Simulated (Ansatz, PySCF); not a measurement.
Process, species as SMILES: CN(C)C -> C[N]C + [CH3] (CH3) (the C-N bond at the site shown breaks; other sites are not compared here)
Each molecule is optimised on its own at B3LYP-D3(BJ)/def2-TZVP (Ansatz, a quantum-chemistry and plane-wave program).

Property: bond dissociation energy (enthalpy at 298 K, with B3LYP-D3(BJ) rigid-rotor harmonic-oscillator terms from PySCF), in kcal/mol. Correlated levels leave the core frozen unless marked. Open shells are spin-unrestricted. No spin-orbit coupling. Non-relativistic. CBS(X,Y): correlation extrapolated as X^-3; Hartree-Fock from the larger set. The bracket is a focal-point correction in the basis named.

Level to compare with: RI-MP2/CBS(cc-pVTZ,cc-pVQZ)+[CCSD(T)-MP2]/cc-pVTZ (Ansatz), 79.6 kcal/mol. It is a level with limits of its own, and the differences hold the functionals' basis error too.

Problem. Rank these functionals by how close they come to RI-MP2/CBS(cc-pVTZ,cc-pVQZ)+[CCSD(T)-MP2]/cc-pVTZ, closest first: B3LYP/def2-TZVPD (Ansatz); revPBE/def2-TZVPD (Ansatz); CAM-B3LYP/def2-TZVPD (Ansatz).

Solution. CAM-B3LYP/def2-TZVPD (range-separated hybrid, 72.9 kcal/mol, difference -6.7), B3LYP/def2-TZVPD (global hybrid, 69.4 kcal/mol, difference -10.2), revPBE/def2-TZVPD (GGA, 67.6 kcal/mol, difference -12.0)
